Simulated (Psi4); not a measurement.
C₂H₃O (SMILES [CH]1CO1), doublet, at a GFN2-xTB geometry; CCSD(T)/def2-SVP (Psi4).

Here is a job for Psi4.
```
memory 2 GB

molecule {
0 2
  C     0.01087352    0.76232142   -0.35451736
  O     0.03604346    0.06301074    0.80368470
  C     0.04678985   -0.68289431   -0.41305190
  H    -0.76746590    1.46394712   -0.59035908
  H    -0.84981573   -1.26718433   -0.59441867
  H     0.98295372   -1.17741137   -0.63928419
}

set basis def2-svp
set reference uhf

energy('ccsd(t)')
print_variables()
```

Question: Predict the main parts of the log of this Psi4 run.

Answer: 
```
   => Loading Basis Set <=

    Name: DEF2-SVP
    Role: ORBITAL
    Keyword: BASIS

         ---------------------------------------------------------
                                   SCF
               by Justin Turney, Rob Parrish, Andy Simmonett
                          and Daniel G. A. Smith
                              UHF Reference
         ---------------------------------------------------------

  ==> Geometry <==

    Molecular point group: c1
    Full point group: C1

    Geometry (in Angstrom), charge = 0, multiplicity = 2:

       Center              X                  Y                   Z               Mass
    ------------   -----------------  -----------------  -----------------  -----------------
         C           -0.003752340315     0.739711216641    -0.396492472644    12.000000000000
         O            0.021417599685     0.040400536641     0.761709587356    15.994914619570
         C            0.032163989685    -0.705504513359    -0.455027012644    12.000000000000
         H           -0.782091760315     1.441336916641    -0.632334192644     1.007825032230
         H           -0.864441590315    -1.289794533359    -0.636393782644     1.007825032230
         H            0.968327859685    -1.200021573359    -0.681259302644     1.007825032230

  Running in c1 symmetry.

  Rotational constants: A =      1.02190  B =      0.81368  C =      0.51257 [cm^-1]
  Rotational constants: A =  30635.71167  B =  24393.45185  C =  15366.44997 [MHz]
  Nuclear repulsion =   69.429079331953929

  Charge       = 0
  Multiplicity = 2
  Electrons    = 23
  Nalpha       = 12
  Nbeta        = 11

  ==> Algorithm <==

  SCF Algorithm Type is PK.
  DIIS enabled.
  MOM disabled.
  Fractional occupation disabled.
  Guess Type is SAD.
  Energy threshold   = 1.00e-08
  Density threshold  = 1.00e-08
  Integral threshold = 1.00e-12

  ==> Primary Basis <==

  Basis Set: DEF2-SVP
    Blend: DEF2-SVP
    Number of shells: 27
    Number of basis functions: 57
    Number of Cartesian functions: 60
    Spherical Harmonics?: true
    Max angular momentum: 2

  ==> Integral Setup <==

  Using in-core PK algorithm.
   Calculation information:
      Number of atoms:                   6
      Number of AO shells:              27
      Number of primitives:             51
      Number of atomic orbitals:        60
      Number of basis functions:        57

      Integral cutoff                 1.00e-12
      Number of threads:                 1

  Performing in-core PK
  Using 2734062 doubles for integral storage.
  We computed 71605 shell quartets total.
  Whereas there are 71631 unique shell quartets.

  ==> DiskJK: Disk-Based J/K Matrices <==

    J tasked:                  Yes
    K tasked:                  Yes
    wK tasked:                  No
    Schwarz Cutoff:          1E-12

  Minimum eigenvalue in the overlap matrix is 3.9995931403E-03.
  Reciprocal condition number of the overlap matrix is 7.6861983474E-04.
    Using symmetric orthogonalization.

  ==> Pre-Iterations <==

  SCF Guess: Superposition of Atomic Densities via on-the-fly atomic UHF (no occupation information).

   -------------------------
    Irrep   Nso     Nmo
   -------------------------
     A         57      57
   -------------------------
    Total      57      57
   -------------------------

  ==> Iterations <==

                        Total Energy        Delta E     RMS |[F,P]|

   @UHF iter SAD:  -151.64361008784698   -1.51644e+02   0.00000e+00
   @UHF iter   1:  -152.06815318228109   -4.24543e-01   4.48288e-03 ADIIS/DIIS
   @UHF iter   2:  -152.10368244182840   -3.55293e-02   2.01947e-03 ADIIS/DIIS
   @UHF iter   3:  -152.10962286149137   -5.94042e-03   8.84598e-04 ADIIS/DIIS
   @UHF iter   4:  -152.11119045747549   -1.56760e-03   2.03547e-04 ADIIS/DIIS
   @UHF iter   5:  -152.11144006004815   -2.49603e-04   1.14249e-04 ADIIS/DIIS
   @UHF iter   6:  -152.11153218505638   -9.21250e-05   6.05750e-05 DIIS
   @UHF iter   7:  -152.11156267215770   -3.04871e-05   2.56233e-05 DIIS
   @UHF iter   8:  -152.11156804330813   -5.37115e-06   1.00804e-05 DIIS
   @UHF iter   9:  -152.11156875721895   -7.13911e-07   4.95364e-06 DIIS
   @UHF iter  10:  -152.11156893689741   -1.79678e-07   1.92381e-06 DIIS
   @UHF iter  11:  -152.11156896537980   -2.84824e-08   7.75297e-07 DIIS
   @UHF iter  12:  -152.11156897019731   -4.81751e-09   3.75822e-07 DIIS
   @UHF iter  13:  -152.11156897150065   -1.30333e-09   1.75270e-07 DIIS
   @UHF iter  14:  -152.11156897180155   -3.00901e-10   6.46394e-08 DIIS
   @UHF iter  15:  -152.11156897183284   -3.12923e-11   2.62992e-08 DIIS
   @UHF iter  16:  -152.11156897183616   -3.32534e-12   1.11190e-08 DIIS
   @UHF iter  17:  -152.11156897183679   -6.25278e-13   3.73196e-09 DIIS
  Energy and wave function converged.

  ==> Post-Iterations <==

   @Spin Contamination Metric:   8.574403769E-03
   @S^2 Expected:                7.500000000E-01
   @S^2 Observed:                7.585744038E-01
   @S   Expected:                5.000000000E-01
   @S   Observed:                5.000000000E-01

    Orbital Energies [Eh]
    ---------------------

    Alpha Occupied:

[...]
    Alpha Virtual:

[...]
    Beta Occupied:

[...]
    Beta Virtual:

[...]
      57A      3.864933

    Final Occupation by Irrep:
              A
    DOCC [    11 ]
    SOCC [     1 ]
    NA   [    12 ]
    NB   [    11 ]

  @UHF Final Energy:  -152.11156897183679

   => Energetics <=

    Nuclear Repulsion Energy =             69.4290793319539290
    One-Electron Energy =                -344.1461277683571893
    Two-Electron Energy =                 122.6054794645664856
    Total Energy =                       -152.1115689718367889

  UHF NO Occupations:
  HONO-2 :   10  A 1.9987617
  HONO-1 :   11  A 1.9979218
  HONO-0 :   12  A 1.0000000
  LUNO+0 :   13  A 0.0020782
  LUNO+1 :   14  A 0.0012383
  LUNO+2 :   15  A 0.0006505
  LUNO+3 :   16  A 0.0002186

Computation Completed

[...]
     3        -0.463829233140148    1.864e-02    0.019197    0.000000    0.000000    0.000000
     4        -0.463767216590343    8.189e-03    0.021647    0.000000    0.000000    0.000000
     5        -0.463837355049530    4.213e-03    0.023231    0.000000    0.000000    0.000000
     6        -0.463868092972689    1.443e-03    0.023730    0.000000    0.000000    0.000000
     7        -0.463855861932641    4.786e-04    0.023786    0.000000    0.000000    0.000000
     8        -0.463861473531268    2.150e-04    0.023821    0.000000    0.000000    0.000000
     9        -0.463861151686724    7.219e-05    0.023820    0.000000    0.000000    0.000000
    10        -0.463860766199392    3.154e-05    0.023822    0.000000    0.000000    0.000000
    11        -0.463861298124654    1.353e-05    0.023823    0.000000    0.000000    0.000000
    12        -0.463861408800439    6.383e-06    0.023823    0.000000    0.000000    0.000000
    13        -0.463861549272932    2.689e-06    0.023823    0.000000    0.000000    0.000000
    14        -0.463861550271164    1.143e-06    0.023823    0.000000    0.000000    0.000000
    15        -0.463861546770693    5.410e-07    0.023823    0.000000    0.000000    0.000000
    16        -0.463861552993247    2.414e-07    0.023823    0.000000    0.000000    0.000000
    17        -0.463861554743720    9.706e-08    0.023823    0.000000    0.000000    0.000000

    Iterations converged.

    Largest TIA Amplitudes:
             10   3        -0.0110609475
              8   3         0.0098832736
             11   1         0.0097137257
              6   8        -0.0077673638
              9   1        -0.0076532814
             11   3         0.0072707555
             11   7        -0.0072534207
             10  11        -0.0064893766
              8   9        -0.0063039198
              8  19         0.0061026018

    Largest Tia Amplitudes:
              9   0         0.0705087691
             10   0         0.0451862564
              7   0         0.0374896233
              6   0        -0.0232779819
              9   2        -0.0132030286
             10  11         0.0120223313
              9  12        -0.0110978687
              8   4         0.0104987656
             10   2        -0.0097152479
              9  10         0.0082361775

    Largest TIJAB Amplitudes:
      8   7   4   3        -0.0100172607
      8   7  11   3        -0.0074924125
     11  10   7   6        -0.0073310149
     10   8  23   3        -0.0073295645
     10   8   6   3         0.0072881864
     10   9   8   3         0.0070902468
     10   8  10   3         0.0068955676
     10   8  15  11         0.0066311467
     11   8  18   3        -0.0065626508
     10   8   8   3        -0.0064525436

    Largest Tijab Amplitudes:
      9   8   5   0        -0.0119893555
      9   8   6   0        -0.0107876775
     10   9  12   0        -0.0102495408
      9   8   4   0         0.0100711184
      9   6  12   0        -0.0084068886
     10   9   5   0        -0.0082273262
      9   7   4   0        -0.0079927224
     10   9   7   0        -0.0077979672
      9   6   5   0        -0.0076300864
      8   6   5   4        -0.0076253893

    Largest TIjAb Amplitudes:
     10  10   3   4         0.0287929658
      8   8   3   4        -0.0235874574
      8   8   4   5        -0.0173908479
     10  10   4   5         0.0171397617
      8   9   3   0        -0.0152683092
      9   9  18  19         0.0149590177
      9   7  14  15         0.0149448283
     10   8   3   4         0.0136998658
      8   9   4   0         0.0135675418
     10   9   4   0         0.0135352203

    SCF energy       (wfn)                    = -152.111568971836789
    Reference energy (file100)                = -152.111568971836903

    Opposite-spin MP2 correlation energy      =   -0.326742888318586
    Same-spin MP2 correlation energy          =   -0.111144471146092
    Singles MP2 correlation energy            =   -0.000000000000000
    MP2 correlation energy                    =   -0.437887359464678
      * MP2 total energy                      = -152.549456331301570

    Opposite-spin CCSD correlation energy     =   -0.363188471034666
    Same-spin CCSD correlation energy         =   -0.100673083709054
    Singles CCSD correlation energy           =    0.000000000000000
    CCSD correlation energy                   =   -0.463861554743720
      * CCSD total energy                     = -152.575430526580618

            **************************
            *                        *
            *        CCTRIPLES       *
            *                        *
            **************************

    Wave function   =    CCSD_T
    Reference wfn   =      UHF

    Nuclear Rep. energy (wfn)                =   69.429079331953929
    SCF energy          (wfn)                = -152.111568971836789
    Reference energy    (file100)            = -152.111568971836903
    CCSD energy         (file100)            =   -0.463861554743720
    Total CCSD energy   (file100)            = -152.575430526580618

    Number of ijk index combinations:
    Spin Case AAA:                                 220
    Spin Case BBB:                                 165
    Spin Case AAB:                                 726
    Spin Case ABB:                                 660
    AAA (T) energy                             =   -0.000344704218605
    BBB (T) energy                             =   -0.000353323968602
    AAB (T) energy                             =   -0.006877395632330
    ABB (T) energy                             =   -0.006382553302935
    (T) energy                                   =   -0.013957977122472
      * CCSD(T) total energy                     = -152.589388503703105

  Variable Map:
  ----------------------------------------------------------------------------
[...]
  Array Variable Map:
  ----------------------------------------------------------------------------
[...]
[...]
```
